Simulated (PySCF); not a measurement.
The dipole of `C=C([SiH3])CC(F)F` from its density and from atomic charges.

Coordinates (GFN2-xTB, Å) and charges (e) from the PBE0/pcSseg-1 density (PySCF):

```
atom       x       y       z  Mulliken      IAO  Hirshfeld  ESP-fitted
  C1  -1.034   1.374   0.893   -0.0678  -0.2928    -0.0897     -0.4458
  C2  -0.564   0.445   0.073   -0.5831  -0.2538    -0.0819     -0.0259
 Si3  -1.532  -1.137  -0.325   +0.5767  +0.5957    +0.2983     +0.3433
  C4   0.796   0.610  -0.550   -0.1870  -0.2926    -0.0891     -0.3068
  C5   1.799  -0.333   0.093   +0.5170  +0.4521    +0.1511     +0.4643
  F6   1.545  -1.624  -0.238   -0.3000  -0.3040    -0.0895     -0.2296
  F7   3.056  -0.079  -0.353   -0.3046  -0.3075    -0.1112     -0.2542
  H8  -0.483   2.273   1.134   +0.1089  +0.1431    +0.0473     +0.1929
  H9  -2.001   1.278   1.357   +0.1161  +0.1495    +0.0473     +0.1846
 H10  -1.146  -2.188   0.616   -0.0687  -0.1110    -0.0766     -0.0841
 H11  -2.955  -0.826  -0.180   -0.0995  -0.1196    -0.0769     -0.0898
 H12  -1.235  -1.528  -1.702   -0.0862  -0.1143    -0.0734     -0.0735
 H13   0.762   0.385  -1.618   +0.1465  +0.1592    +0.0479     +0.1444
 H14   1.173   1.627  -0.414   +0.1367  +0.1552    +0.0513     +0.1279
 H15   1.815  -0.268   1.192   +0.0950  +0.1407    +0.0448     +0.0523
```

Q: What dipole does each set of charges give (1 e·Å = 4.803 D), and what does the density give?

A: The full density gives (-1.15, 1.56, 0.86) D, 2.12 D in size; dipole vectors point from the negative to the positive end.

```tsv
scheme	μx	μy	μz	size (D)	share of the full size (%)	angle to the full dipole (°)
Mulliken	-2.20	1.10	1.26	2.77	131	25
IAO	-2.32	1.46	1.29	3.03	143	19
Hirshfeld	-0.62	0.73	0.50	1.08	51	5
ESP-fitted	-1.18	1.59	0.86	2.16	102	0
```

Q: Which set comes closest?

A: Length of the difference vector: ESP-fitted 0.04 D, Hirshfeld 1.05 D, Mulliken 1.22 D, IAO 1.25 D. Closest: ESP-fitted. ESP charges are fitted to the potential around the molecule, whose slowest-falling term is the dipole's. 

Q: What is left for the Hirshfeld atoms' own dipoles?

A: The shares of the density sum to the whole, so what Σ q r misses lies in dipoles about the nuclei. The atomic dipoles sum to (-1.15, 1.56, 0.86) − (-0.62, 0.73, 0.50) = (-0.53, 0.83, 0.36) D, 1.05 D in size.

Q: With the origin at the mean of the coordinates, (0.000, 0.001, -0.001) Å, which are the largest single terms, by size, of the Hirshfeld dipole along the direction of the full one?

A: F7 +0.99, F6 +0.92, C5 -0.86, C1 -0.83, H9 +0.59 D; all 15 atoms together +1.08 D. The single terms depend on the origin, their sum doesn't.

Q: Give the size of the full dipole in other units.

A: 2.12 D = 0.833 au = 0.441 e·Å = 7.06 × 10⁻³⁰ C·m.

Geometry: GFN2-xTB, one conformer, isolated molecule.

The run behind these numbers computed NMR shieldings as well. The run took 39 s on an Arm Neoverse N1 with one thread, on a shared host, and the process peaked at 0.74 GiB of memory.

Conformer computed: `[CH2:1]=[C:2]([SiH3:3])[CH2:4][CH:5]([F:6])[F:7]`: C1–C2–C4–C5 107°, C2–C4–C5–F6 70°.
